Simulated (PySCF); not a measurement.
PySCF input (MN15/def2-TZVPD):

```python
from pyscf import gto, scf, dft

mol = gto.M(
    atom='''
    Se   -0.00000000   -0.00000000   -0.04223725
    H     0.00000000    0.00000000    1.43606647
    ''',
    basis='def2-tzvpd',
    charge=-1,
    spin=0,
    verbose=4,
)

mf = dft.RKS(mol, xc='mn15').density_fit(auxbasis='def2-universal-jkfit')
mf.grids.level = 4
mf.conv_tol = 1e-9
mf.max_cycle = 100
mf.max_memory = 1500
mf.kernel()
if not mf.converged:
    mf = mf.newton()
    mf.kernel(mf.make_rdm1())
mf.analyze()
```

End of the output:

```
Extra cycle  E= -2402.52050411525  delta_E= -2.73e-12  |g|= 9.17e-07  |ddm|= 7.15e-06
converged SCF energy = -2402.52050411525
**** SCF Summaries ****
Total Energy =                       -2402.520504115251242
Nuclear Repulsion Energy =              12.170723057694801
One-electron Energy =                -3376.252079000384583
Two-electron Energy =                  961.560851827438569
Two-electron Coulomb Energy =         1049.459177004242974
DFT Exchange-Correlation Energy =      -87.898325176804448
HOMO-LUMO gap [eV] =                     5.994334567360495
**** MO energy ****
MO #1   energy= -450.891853213893  occ= 2
MO #2   energy= -56.6388692403489  occ= 2
MO #3   energy= -51.4980789245019  occ= 2
MO #4   energy= -51.493944656644   occ= 2
MO #5   energy= -51.4939446566439  occ= 2
MO #6   energy= -7.18776931800963  occ= 2
MO #7   energy= -5.3911862851622   occ= 2
MO #8   energy= -5.38145917127632  occ= 2
MO #9   energy= -5.38145917127629  occ= 2
MO #10  energy= -1.90404496464044  occ= 2
MO #11  energy= -1.90088460159995  occ= 2
MO #12  energy= -1.90088460159993  occ= 2
MO #13  energy= -1.89309396174461  occ= 2
MO #14  energy= -1.89309383707674  occ= 2
MO #15  energy= -0.451829736166994 occ= 2
MO #16  energy= -0.164274819711411 occ= 2
MO #17  energy= -0.0318873790296335 occ= 2
MO #18  energy= -0.0318873790296287 occ= 2
MO #19  energy= 0.188400355044437  occ= 0
MO #20  energy= 0.190302695479337  occ= 0
MO #21  energy= 0.196145408653185  occ= 0
MO #22  energy= 0.196145408653194  occ= 0
MO #23  energy= 0.261269357313703  occ= 0
MO #24  energy= 0.299741358982606  occ= 0
MO #25  energy= 0.299741358982611  occ= 0
MO #26  energy= 0.307141655909909  occ= 0
MO #27  energy= 0.307141658759599  occ= 0
MO #28  energy= 0.391322327457662  occ= 0
MO #29  energy= 0.425757083373036  occ= 0
MO #30  energy= 0.462147474162864  occ= 0
MO #31  energy= 0.462147474162873  occ= 0
MO #32  energy= 0.55276588243283   occ= 0
MO #33  energy= 0.552765882432868  occ= 0
MO #34  energy= 0.567330308603199  occ= 0
MO #35  energy= 0.611883394778091  occ= 0
MO #36  energy= 0.653976829547695  occ= 0
MO #37  energy= 0.653976829547697  occ= 0
MO #38  energy= 0.666501517332326  occ= 0
MO #39  energy= 0.666501620520099  occ= 0
MO #40  energy= 0.85878723110889   occ= 0
MO #41  energy= 1.15262135955647   occ= 0
MO #42  energy= 1.47083663020115   occ= 0
MO #43  energy= 1.47083663020115   occ= 0
MO #44  energy= 1.50985175019817   occ= 0
MO #45  energy= 1.53697581202639   occ= 0
MO #46  energy= 1.53697638690854   occ= 0
MO #47  energy= 1.54833285146979   occ= 0
MO #48  energy= 1.5483328514698    occ= 0
MO #49  energy= 1.58208872436579   occ= 0
MO #50  energy= 1.58208924337987   occ= 0
MO #51  energy= 1.5941994403343    occ= 0
MO #52  energy= 1.5941994403343    occ= 0
MO #53  energy= 1.69020606468988   occ= 0
MO #54  energy= 1.72959955796415   occ= 0
MO #55  energy= 1.72959955796417   occ= 0
MO #56  energy= 1.88462200130131   occ= 0
MO #57  energy= 2.15989205140241   occ= 0
MO #58  energy= 2.15989205140242   occ= 0
MO #59  energy= 2.62795566392174   occ= 0
MO #60  energy= 3.00575795311543   occ= 0
MO #61  energy= 3.71187482930589   occ= 0
MO #62  energy= 3.71187482930593   occ= 0
MO #63  energy= 3.71560320103158   occ= 0
MO #64  energy= 3.71560424272      occ= 0
MO #65  energy= 3.8381166770032    occ= 0
MO #66  energy= 6.94388178314395   occ= 0
 ** Mulliken pop on meta-lowdin orthogonal AOs  **
 ** Mulliken pop  **
pop of  0 Se 1s           1.99996
pop of  0 Se 2s           1.99925
pop of  0 Se 3s           1.99612
pop of  0 Se 4s           1.85321
pop of  0 Se 5s           0.00854
pop of  0 Se 6s           0.00222
pop of  0 Se 7s           0.00175
pop of  0 Se 2px          1.99999
pop of  0 Se 2py          1.99999
pop of  0 Se 2pz          1.99999
pop of  0 Se 3px          1.99951
pop of  0 Se 3py          1.99951
pop of  0 Se 3pz          1.99937
pop of  0 Se 4px          1.95097
pop of  0 Se 4py          1.95097
pop of  0 Se 4pz          1.13341
pop of  0 Se 5px          0.03206
pop of  0 Se 5py          0.03206
pop of  0 Se 5pz          0.00250
pop of  0 Se 6px          0.00670
pop of  0 Se 6py          0.00670
pop of  0 Se 6pz          0.00144
pop of  0 Se 7px          0.00063
pop of  0 Se 7py          0.00063
pop of  0 Se 7pz          0.00015
pop of  0 Se 3dxy         1.99989
pop of  0 Se 3dyz         1.99986
pop of  0 Se 3dz^2        1.99979
pop of  0 Se 3dxz         1.99986
pop of  0 Se 3dx2-y2      1.99989
pop of  0 Se 4dxy         0.00008
pop of  0 Se 4dyz         0.00084
pop of  0 Se 4dz^2        0.00700
pop of  0 Se 4dxz         0.00084
pop of  0 Se 4dx2-y2      0.00008
pop of  0 Se 5dxy         0.00001
pop of  0 Se 5dyz         0.00002
pop of  0 Se 5dz^2        0.00036
pop of  0 Se 5dxz         0.00002
pop of  0 Se 5dx2-y2      0.00001
pop of  0 Se 6dxy         0.00000
pop of  0 Se 6dyz         0.00002
pop of  0 Se 6dz^2        0.00032
pop of  0 Se 6dxz         0.00002
pop of  0 Se 6dx2-y2      0.00000
pop of  0 Se 7dxy         0.00001
pop of  0 Se 7dyz         0.00002
pop of  0 Se 7dz^2        0.00008
pop of  0 Se 7dxz         0.00002
pop of  0 Se 7dx2-y2      0.00001
pop of  0 Se 4f-3         0.00000
pop of  0 Se 4f-2         0.00000
pop of  0 Se 4f-1         0.00035
pop of  0 Se 4f+0         0.00062
pop of  0 Se 4f+1         0.00035
pop of  0 Se 4f+2         0.00000
pop of  0 Se 4f+3         0.00000
pop of  1 H 1s            0.98658
pop of  1 H 2s            0.00272
pop of  1 H 3s            0.00048
pop of  1 H 2px           0.00524
pop of  1 H 2py           0.00524
pop of  1 H 2pz           0.00148
pop of  1 H 3px           0.00379
pop of  1 H 3py           0.00379
pop of  1 H 3pz           0.00267
 ** Mulliken atomic charges  **
charge of    0Se =     -0.98801
charge of    1H =     -0.01199

WARN: System has nonzero charge -1; the dipole moment is origin-dependent.
Location of origin: [0. 0. 0.]

Dipole moment(X, Y, Z, Debye): -0.00000,  0.00000,  0.10792
```

Whether it binds its extra electron was not tested at this geometry.
